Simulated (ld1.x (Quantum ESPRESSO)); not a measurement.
**Configuration tests for zinc (Zn) (TM)**

ld1.x (Quantum ESPRESSO) 7.5 input, shortened:

```
&input
   title='Zn', zed=30., rel=2, dft='BP', iswitch=3,
   config='[Ar] 3d10 4s1 4p1', rel_dist='average'
 /
 &inputp
   pseudotype=2, tm=.true., lloc=0,
   nlcc=.true.
 /
3
4P  2  1   1.00   0.00  1.90  1.90  0.0
3D  3  2  10.00   0.00  1.10  1.10  0.0
4S  1  0   1.00   0.00  1.95  1.95  0.0
 &test
   configts(1)='3d10 4s1 4p1'
 /
```

Open shells are filled in proportion to 2j + 1 (rel_dist='average').

Energies are relative to the spin-unpolarised reference configuration 3d10 4s1 4p1; without spin polarisation the order of configurations can differ from experiment.

```
valence configuration  charge  ΔE all-electron (eV)  error AE − PS (meV)
         3d10 4s1 4p0      +1                 4.950                 -1.8
         3d10 4s0 4p0      +2                23.473                  -32
         3d10 4s0 4p1      +1                11.321                 -6.9
          3d9 4s2 4p0      +1                12.917                 -448
          3d8 4s0 4p0      +4               125.950                -2236
       3d10 4s1.5 4p0    +0.5                -1.099                 -0.4
```

Task: What are ΔE and the potential's error for 3d10 4s2 4p0?

Result: ΔE = -5.136 eV all-electron; the error (AE − PS) is -2.5 meV.
